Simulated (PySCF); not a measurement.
**Frontier levels across methods**

Species: CH6N2Si2.
Geometry (PBE0-D3(BJ)/def2-SVP, Å), atoms numbered from 1 in this order:
```xyz
11
CH6N2Si2 angstrom
N      3.091   -1.483   -0.104
C      2.288   -0.729    0.261
Si     0.972    0.487    0.802
N     -0.255    0.665   -0.394
Si    -1.713   -0.284   -0.596
H      1.691    1.769    1.028
H      0.390   -0.069    2.050
H     -0.028    1.296   -1.159
H     -1.629   -1.213   -1.763
H     -2.892    0.610   -0.799
H     -1.877   -1.074    0.658
```

Basis pcSseg-2 throughout (PySCF), one geometry. Geometry: PBE0-D3(BJ)/def2-SVP, one conformer, isolated molecule.

Problem. How do the orbital energies, the gap and the dipole change with the method?

Solution. 
```csv
method,kind,HOMO (eV),LUMO (eV),gap (eV),μ (D),SCF cycles
BLYP,GGA,-6.78,-1.79,4.99,3.78,15
OPBE,GGA,-6.88,-1.77,5.10,3.73,15
B97-D,GGA,-6.90,-1.79,5.11,3.77,15
PBE,GGA,-6.90,-1.94,4.97,3.77,15
KT2,GGA,-6.97,-2.02,4.95,3.76,15
KT3,GGA,-6.98,-1.92,5.06,3.74,16
BP86,GGA,-7.01,-1.98,5.03,3.77,15
LDA,LDA,-7.02,-2.18,4.84,3.87,15
B3LYP,global hybrid,-8.03,-1.24,6.79,3.84,14
HF,Hartree–Fock,-11.61,1.96,13.57,4.00,12
```

The HOMO spans 4.83 eV, from BLYP down to HF, and the gap runs from 4.84 eV (LDA) to 13.57 eV (HF). Over the methods BLYP (0 %), OPBE (0 %), B97-D (0 %), PBE (0 %), KT2 (0 %), KT3 (0 %), BP86 (0 %), LDA (0 %), B3LYP (20 %), HF (100 %), a straight line through the gap against the share of exact exchange rises by 0.86 eV for each 10 % (correlation coefficient 1.000). The dipole ranges from 3.73 D (OPBE) to 4.00 D (HF). This basis has no diffuse functions.
